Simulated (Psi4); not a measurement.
COS, charge +1, doublet, geometry from GFN2-xTB (a state made from the parent by changing its charge; the spin is typed, not shown lowest); HF/6-311G** run with Psi4.

Psi4 was given this input:
```
memory 2 GB

molecule {
1 2
  O    -0.00000000   -0.00000000   -1.68366881
  C    -0.00000000   -0.00000000   -0.55245407
  S     0.00000000    0.00000000    1.04900468
}

set basis 6-311g**
set reference uhf
set scf_type pk
set puream true
set d_convergence 1e-8

energy('scf')
print_variables()
```

### Question
What does Psi4 print? Leave out banner, timings and long lists.

### Answer

```
   => Loading Basis Set <=

    Name: 6-311G**
    Role: ORBITAL
    Keyword: BASIS

         ---------------------------------------------------------
                                   SCF
               by Justin Turney, Rob Parrish, Andy Simmonett
                          and Daniel G. A. Smith
                              UHF Reference
         ---------------------------------------------------------

  ==> Geometry <==

    Molecular point group: c2v
    Full point group: C_inf_v

    Geometry (in Angstrom), charge = 1, multiplicity = 2:

       Center              X                  Y                   Z               Mass
    ------------   -----------------  -----------------  -----------------  -----------------
         O            0.000000000000     0.000000000000    -1.683323029533    15.994914619570
         C            0.000000000000     0.000000000000    -0.552108289533    12.000000000000
         S            0.000000000000     0.000000000000     1.049350460467    31.972071174400

  Running in c2v symmetry.

  Rotational constants: A = ************  B =      0.20024  C =      0.20024 [cm^-1]
  Rotational constants: A = ************  B =   6003.10227  C =   6003.10227 [MHz]
  Nuclear repulsion =   78.962862600455821

  Charge       = 1
  Multiplicity = 2
  Electrons    = 29
  Nalpha       = 15
  Nbeta        = 14

  ==> Algorithm <==

  SCF Algorithm Type is PK.
  DIIS enabled.
  MOM disabled.
  Fractional occupation disabled.
  Guess Type is SAD.
  Energy threshold   = 1.00e-06
  Density threshold  = 1.00e-08
  Integral threshold = 1.00e-12

  ==> Primary Basis <==

  Basis Set: 6-311G**
    Blend: 6-311G**
    Number of shells: 28
    Number of basis functions: 62
    Number of Cartesian functions: 65
    Spherical Harmonics?: true
    Max angular momentum: 2

  ==> Integral Setup <==

  Using in-core PK algorithm.
   Calculation information:
      Number of atoms:                   3
      Number of AO shells:              28
      Number of primitives:             57
      Number of atomic orbitals:        65
      Number of basis functions:        62

      Integral cutoff                 1.00e-12
      Number of threads:                 1

  Performing in-core PK
  Using 3816162 doubles for integral storage.
  We computed 72789 shell quartets total.
  Whereas there are 82621 unique shell quartets.

  ==> DiskJK: Disk-Based J/K Matrices <==

    J tasked:                  Yes
    K tasked:                  Yes
    wK tasked:                  No
    Schwarz Cutoff:          1E-12

  Minimum eigenvalue in the overlap matrix is 9.0505841220E-03.
  Reciprocal condition number of the overlap matrix is 2.2521675184E-03.
    Using symmetric orthogonalization.

  ==> Pre-Iterations <==

  SCF Guess: Superposition of Atomic Densities via on-the-fly atomic UHF (no occupation information).

   -------------------------
    Irrep   Nso     Nmo
   -------------------------
     A1        31      31
     A2         3       3
     B1        14      14
     B2        14      14
   -------------------------
    Total      62      62
   -------------------------

  ==> Iterations <==

                        Total Energy        Delta E     RMS |[F,P]|

   @UHF iter SAD:  -509.66376105344318   -5.09664e+02   0.00000e+00
   @UHF iter   1:  -509.83784166519007   -1.74081e-01   1.19131e-02 ADIIS/DIIS
   @UHF iter   2:  -509.88429148911257   -4.64498e-02   1.03441e-02 ADIIS/DIIS
   @UHF iter   3:  -509.93741159121839   -5.31201e-02   1.94744e-03 ADIIS/DIIS
   @UHF iter   4:  -509.94115018974378   -3.73860e-03   6.93728e-04 ADIIS/DIIS
   @UHF iter   5:  -509.94220976510354   -1.05958e-03   3.54392e-04 ADIIS/DIIS
   @UHF iter   6:  -509.94260542401918   -3.95659e-04   2.48954e-04 ADIIS/DIIS
   @UHF iter   7:  -509.94286256883402   -2.57145e-04   2.04102e-04 ADIIS/DIIS
   @UHF iter   8:  -509.94316025300122   -2.97684e-04   1.59291e-04 ADIIS/DIIS
   @UHF iter   9:  -509.94353000915459   -3.69756e-04   5.51682e-05 DIIS
   @UHF iter  10:  -509.94355283951745   -2.28304e-05   2.15468e-05 DIIS
   @UHF iter  11:  -509.94355559959877   -2.76008e-06   1.09433e-05 DIIS
   @UHF iter  12:  -509.94355632419496   -7.24596e-07   5.40324e-06 DIIS
   @UHF iter  13:  -509.94355650553337   -1.81338e-07   2.99422e-06 DIIS
   @UHF iter  14:  -509.94355656431878   -5.87854e-08   1.23926e-06 DIIS
   @UHF iter  15:  -509.94355657128693   -6.96815e-09   5.65424e-07 DIIS
   @UHF iter  16:  -509.94355657273491   -1.44797e-09   2.30235e-07 DIIS
   @UHF iter  17:  -509.94355657293698   -2.02078e-10   9.79216e-08 DIIS
   @UHF iter  18:  -509.94355657297154   -3.45608e-11   3.49521e-08 DIIS
   @UHF iter  19:  -509.94355657297564   -4.09273e-12   1.21209e-08 DIIS
   @UHF iter  20:  -509.94355657297604   -3.97904e-13   4.77434e-09 DIIS
  Energy and wave function converged.

  ==> Post-Iterations <==

   @Spin Contamination Metric:   9.203220654E-02
   @S^2 Expected:                7.500000000E-01
   @S^2 Observed:                8.420322065E-01
   @S   Expected:                5.000000000E-01
   @S   Observed:                5.000000000E-01

    Orbital Energies [Eh]
    ---------------------

    Alpha Occupied:

       1A1   -92.345007     2A1   -20.993461     3A1   -11.714454
       4A1    -9.345191     1B2    -7.039383     5A1    -7.023683
       1B1    -7.019679     6A1    -1.842918     7A1    -1.418359
       8A1    -1.085813     2B2    -0.987582     2B1    -0.964800
       9A1    -0.948988     3B2    -0.791489     3B1    -0.732769

    Alpha Virtual:

       4B2    -0.156108     4B1    -0.146025    10A1    -0.081010
      11A1     0.000546     5B2     0.041230     5B1     0.060117
      12A1     0.182481    13A1     0.329309     6B2     0.339948
       6B1     0.342253    14A1     0.545789    15A1     0.611694
       1A2     0.641779     7B2     0.641909    16A1     0.643202
       7B1     0.676329    17A1     0.769074     8B2     0.816451
       8B1     0.832985    18A1     1.161815     2A2     1.192746
      19A1     1.192873    20A1     1.397947     9B2     1.436044
       9B1     1.467892    10B2     1.572723    10B1     1.598805
      21A1     1.776085    22A1     2.594591    11B1     2.638833
      11B2     2.640306     3A2     2.845065    23A1     2.845172
      24A1     3.163094    12B2     3.433742    12B1     3.451403
      25A1     3.734934    13B2     5.060946    13B1     5.085789
      26A1     5.738152    27A1     7.948547    14B2    17.900047
      14B1    17.921164    28A1    18.168893    29A1    24.656445
      30A1    51.303417    31A1   191.753208

    Beta Occupied:

       1A1   -92.335117     2A1   -20.973466     3A1   -11.725291
       4A1    -9.335303     5A1    -7.018407     1B1    -7.013804
       1B2    -6.998501     6A1    -1.801908     7A1    -1.355105
       8A1    -1.058556     2B1    -0.949273     9A1    -0.919521
       2B2    -0.892882     3B1    -0.702179

    Beta Virtual:

       3B2    -0.326753     4B1    -0.151244     4B2    -0.101678
      10A1    -0.067197    11A1     0.001001     5B1     0.064726
       5B2     0.086766    12A1     0.191342     6B2     0.316820
       6B1     0.332754    13A1     0.338948    14A1     0.559085
      15A1     0.613286     7B1     0.685202     7B2     0.712488
       1A2     0.722810    16A1     0.723876    17A1     0.774297
       8B1     0.842167     8B2     0.860276     2A2     1.167346
      18A1     1.167603    19A1     1.174197    20A1     1.410803
       9B1     1.473455     9B2     1.485091    10B1     1.601708
      10B2     1.607000    21A1     1.782389    22A1     2.598935
      11B2     2.616559    11B1     2.629083     3A2     2.897666
      23A1     2.897855    24A1     3.158964    12B1     3.461161
      12B2     3.468758    25A1     3.751574    13B1     5.102355
      13B2     5.118570    26A1     5.748061    27A1     7.964026
      14B1    17.926224    14B2    17.936636    28A1    18.173346
      29A1    24.649087    30A1    51.314853    31A1   191.758811

    Final Occupation by Irrep:
             A1    A2    B1    B2
    DOCC [     9,    0,    3,    2 ]
    SOCC [     0,    0,    0,    1 ]
    NA   [     9,    0,    3,    3 ]
    NB   [     9,    0,    3,    2 ]

  @UHF Final Energy:  -509.94355657297604

   => Energetics <=

    Nuclear Repulsion Energy =             78.9628626004558214
    One-Electron Energy =                -850.4799482912204667
    Two-Electron Energy =                 261.5735291177885529
    Total Energy =                       -509.9435565729760356

  UHF NO Occupations:
  HONO-2 :    9 A1 1.9964493
  HONO-1 :    2 B2 1.9598641
  HONO-0 :    3 B2 1.0000000
  LUNO+0 :    4 B2 0.0401359
  LUNO+1 :   10 A1 0.0035507
  LUNO+2 :    4 B1 0.0020585
  LUNO+3 :   11 A1 0.0006411

Computation Completed

Properties will be evaluated at   0.000000,   0.000000,   0.000000 [a0]

Properties computed using the SCF density matrix

 Multipole Moments:

 ------------------------------------------------------------------------------------
     Multipole            Electronic (a.u.)      Nuclear  (a.u.)        Total (a.u.)
 ------------------------------------------------------------------------------------

 L = 1.  Multiply by 2.5417464519 to convert [e a0] to [Debye]
 Dipole X            :          0.0000000            0.0000000            0.0000000
 Dipole Y            :          0.0000000            0.0000000            0.0000000
 Dipole Z            :          0.5527400            0.0196029            0.5723428
 Magnitude           :                                                    0.5723428

 ------------------------------------------------------------------------------------

  Variable Map:
  ----------------------------------------------------------------------------
  "CURRENT ENERGY"           =>    -509.943556572976
  "CURRENT REFERENCE ENERGY" =>    -509.943556572976
  "DD SOLVATION ENERGY"      =>       0.000000000000
  "HF KINETIC ENERGY"        =>     509.935076439662
  "HF POTENTIAL ENERGY"      =>   -1019.878633012638
  "HF TOTAL ENERGY"          =>    -509.943556572976
  "HF VIRIAL RATIO"          =>       2.000016629829
  "NUCLEAR REPULSION ENERGY" =>      78.962862600456
  "ONE-ELECTRON ENERGY"      =>    -850.479948291220
  "PCM POLARIZATION ENERGY"  =>       0.000000000000
  "PE ENERGY"                =>       0.000000000000
  "SCF ITERATION ENERGY"     =>    -509.943556572976
  "SCF ITERATIONS"           =>      20.000000000000
  "SCF TOTAL ENERGY"         =>    -509.943556572976
  "TWO-ELECTRON ENERGY"      =>     261.573529117789

  Array Variable Map:
  ----------------------------------------------------------------------------
  "CURRENT DIPOLE"           =>       0.000000000000 ... 0.572342826779 1 by 3
  "SCF DIPOLE"               =>       0.000000000000 ... 0.572342826779 1 by 3
  "SCF TOTAL ENERGIES"       =>    -509.663761053443 ... -509.943556572976 1 by 21
```
